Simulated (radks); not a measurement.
Radial electron density D(r) = 4 pi r^2 rho(r) of an atom or ion with 29 electrons. All-electron calculation, non-relativistic Kohn-Sham, PBE, spin-unpolarised, spherical densities, point nucleus. Program: a radial shooting solver on a logarithmic mesh with Libxc functionals.

```
   r/bohr * D(r) (the largest magnitude, 43.3, reaches the edge; | marks zero)
 0.004677 |    *
 0.005316 |      *
 0.006091 |       *
 0.006922 |         *
 0.007931 |            *
 0.009086 |              *
  0.01033 |                 *
  0.01183 |                     *
  0.01345 |                         *
  0.01541 |                             *
  0.01765 |                                 *
  0.02006 |                                     *
  0.02298 |                                         *
  0.02612 |                                            *
  0.02993 |                                              *
  0.03429 |                                               *
  0.03897 |                                              *
  0.04464 |                                             *
  0.05074 |                                          *
  0.05813 |                                        *
  0.06607 |                                      *
   0.0757 |                                     *
  0.08672 |                                       *
  0.09857 |                                          *
   0.1129 |                                               *
   0.1283 |                                                   *
    0.147 |                                                      *
   0.1685 |                                                      *
   0.1915 |                                                  *
   0.2194 |                                           *
   0.2493 |                                    *
   0.2856 |                             *
   0.3246 |                          *
   0.3719 |                          *
   0.4261 |                             *
   0.4843 |                                *
   0.5549 |                                 *
   0.6306 |                               *
   0.7225 |                           *
   0.8278 |                     *
   0.9408 |               *
    1.078 |          *
    1.225 |      *
    1.404 |   *
    1.608 |  *
    1.828 | *
    2.094 |*
     2.38 |*
    2.726 *
    3.099 *
     3.55 *
    4.067 *
    4.623 *
    5.296 *
    6.019 *
```

What is the nuclear charge?

Answer. Z = 31. The innermost maximum, from 1s, lies near 1/Z = 0.0323 bohr (found: 0.0348), and its height grows with Z. The density is that of the gallium ion Ga2+ in [Ar] 3d10 4s1; the configuration itself is not fixed sharply by these data, and Z only to about a unit. D(r) has 3 maxima, at r = 0.0348, 0.156, 0.546 bohr, and minima at 0.0733, 0.346 bohr, inside which lie 2.09, 10.99 electrons.
